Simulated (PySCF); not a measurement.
Gas-phase XPS of `C=N[SiH2]C`, computed

C2H7NSi.
SMILES with atom numbers: `[CH2:1]=[N:2][SiH2:3][CH3:4]`

Structure used (PBE0-D3(BJ)/def2-SVP), in Å, numbered top down from 1:
```xyz
11
C2H7NSi angstrom
C      2.1386    0.3533    0.3729
N      1.0980    0.6145   -0.2896
Si    -0.2772   -0.4686   -0.4786
C     -1.8097    0.3981    0.1520
H      2.9595    1.0923    0.4478
H      2.3195   -0.6024    0.9143
H     -0.4033   -0.7604   -1.9376
H     -0.0572   -1.7630    0.2573
H     -1.7451    0.5690    1.2374
H     -2.7092   -0.2041   -0.0489
H     -1.9256    1.3732   -0.3446
```

Computed with PySCF, delta-SCF UKS SCAN, pcX-2 on the ionised atom, pcseg-1 elsewhere, spin-free X2C. Each binding energy is the total energy of the core-ionised species, with the hole localised on one atom, minus that of the ground state; both are solved self-consistently, so orbital relaxation is included.

Problem. List the computed XPS lines with their assignment.

Solution. 
```
atom(s)                bonded to     level  binding energy (eV)  2p1/2 (eV)  above the level's lowest (eV)  count
    Si3             N, C and 2 H  Si 2p3/2               106.75      107.37                           0.00      1
     C4               3 H and Si      C 1s               290.25           –                           0.00      1
     C1  N (double bond) and 2 H      C 1s               292.05           –                          +1.80      1
     N2   C (double bond) and Si      N 1s               404.40           –                           0.00      1
    Si3             N, C and 2 H     Si 1s              1846.56           –                           0.00      1
```

The listed C 1s values span 1.80 eV, from C4 (bonded to 3 H and Si) to C1 (bonded to N (double bond) and 2 H). Summing the Pauling electronegativity differences to the bonded atoms, each weighted by its formal bond order, gives -1.70 for the lowest site and +0.28 for the highest.

Problem. Which photon energy gives electrons from Si 2p3/2 of Si3 a kinetic energy of 200 eV, and what is their de Broglie wavelength?

Solution. hν = 106.75 + 200 = 306.75 eV, recoil neglected; λ = 12.264 Å/√(E/eV) = 0.87 Å.

Problem. What is the longest wavelength that can ionise Si 2p3/2 of Si3 vertically?

Solution. λ = hc/E = 12398.42 eV Å / 106.75 eV = 116.144 Å.

2p3/2 and 2p1/2 are the ΔSCF energy of one spin-free 2p hole plus the eigenvalues of a spin–orbit and ligand-field matrix of the shell. 2p1/2 minus 2p3/2 (ligand field included): Si 0.62 eV. The structure is a single PBE0-D3(BJ)/def2-SVP conformer in the gas phase; no vibrational or solvent corrections.

Hardware: Arm Neoverse V1, one thread, no GPU (shared host). Cost: 26 s of wall time.
